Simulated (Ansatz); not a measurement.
Cost and result for the atomization energy of CH2ClInSe, SMILES `[Cl][In]1[CH2][Se]1` (6 atoms, 6 bonds).

Charge 0, multiplicity 1. Correlated methods include outer-core shells of In, Se, which these sets cover unevenly. Scalar relativity is left out up to krypton. In takes the def2 core potential. The structure was optimised at the PBE0-D4/def2-TZVP level. Program: Ansatz. All runs use 4 threads of an Arm Neoverse V2 on a shared host. Times are those of one run each, without the atoms' runs, and a repeat can differ threefold. Electronic energies, without spin–orbit coupling; frozen cores. CCSD(T)/CBS adds CCSD(T) − MP2 in def2-TZVPP to the MP2 limit, and its time is that of the two runs behind it. T1 = 0.014. With those shells the extrapolation isn't a true limit. B3LYP takes the VWN-RPA correlation (the form of Gaussian; ORCA's B3LYP/G).

CCSD(T)/CBS is a level of theory with its own doubt, some kJ/mol a heavy atom from the limit and from the frozen cores, so smaller differences don't rank the functionals.

```json
{"level": "revPBE-D4/def2-TZVPP", "functions": "199", "wall time": "1.6 s"}
{"level": "CAM-B3LYP-D4/def2-TZVPP", "functions": "199", "wall time": "3 s"}
{"level": "B3LYP-D4/def2-TZVPP (with forces)", "functions": "199", "wall time": "3.9 s"}
{"level": "r2SCANh-D4/def2-TZVPP", "functions": "199", "wall time": "4.6 s"}
{"level": "CCSD(T)/def2-SVP", "functions": "100", "wall time": "4.6 s"}
{"level": "PBE-QIDH/def2-TZVPP", "functions": "199", "wall time": "4.8 s"}
{"level": "B2PLYP/def2-TZVPP", "functions": "199", "wall time": "4.9 s"}
{"level": "ωB97X-V/def2-TZVPP", "functions": "199", "wall time": "7 s"}
{"level": "B97M-V/def2-TZVPP", "functions": "199", "wall time": "8.5 s"}
{"level": "ωB97M-V/def2-TZVPP (with forces)", "functions": "199", "wall time": "11 s"}
{"level": "MP2/def2-QZVPP", "functions": "358", "wall time": "13 s"}
{"level": "CCSD(T)/def2-TZVPP", "functions": "199", "wall time": "91 s"}
{"level": "CCSD(T)/CBS(def2)", "functions": "–", "wall time": "100 s"}
```

(1) What atomization energy does each give, and how far from CCSD(T)/CBS? (An estimate is asked.)

Answers

(1) Computed: 
```tsv
level	atomization (kcal/mol)	difference from CCSD(T)/CBS	per bond
revPBE-D4/def2-TZVPP	407.2	-8.2	-1.4
CAM-B3LYP-D4/def2-TZVPP	402.4	-13.0	-2.2
B3LYP-D4/def2-TZVPP (with forces)	401.8	-13.6	-2.3
r2SCANh-D4/def2-TZVPP	411.0	-4.4	-0.7
CCSD(T)/def2-SVP	375.9	-39.5	-6.6
PBE-QIDH/def2-TZVPP	411.8	-3.6	-0.6
B2PLYP/def2-TZVPP	401.0	-14.4	-2.4
ωB97X-V/def2-TZVPP	412.1	-3.3	-0.5
B97M-V/def2-TZVPP	413.4	-2.0	-0.3
ωB97M-V/def2-TZVPP (with forces)	409.1	-6.3	-1.1
MP2/def2-QZVPP	420.3	4.9	0.8
CCSD(T)/def2-TZVPP	399.8	-15.6	-2.6
CCSD(T)/CBS(def2)	415.4	0.0	0.0
```

Leaving LDA and LC-ωPBE aside and taking each functional with its dispersion term where it has one, the values, not all of them listed here, spread over 33.7 kcal/mol, from BHLYP-D4 to PBE-D4. LDA lies +66.2 kcal/mol from PBE without D4, its usual overbinding. From BLYP to BHLYP (50 % exact exchange), in def2-TZVPP and without D4, the atomization energy moves by −11.0 kcal/mol: exact exchange takes away binding that semilocal exchange gives to molecules. In def2-TZVPP, CCSD(T) changes the Hartree–Fock value by +126.8 kcal/mol (the triples alone add +12.1 kcal/mol) and MP2 by +138.2 kcal/mol; breaking electron pairs costs correlation energy, which Hartree–Fock lacks.

Spin–orbit coupling would lower the free In atoms strongly, and the atomization energy with them, by more than many differences here. For some Ge, Se and Sn compounds the MP2-based and the directly extrapolated limit differ by 10 to 25 kJ/mol.
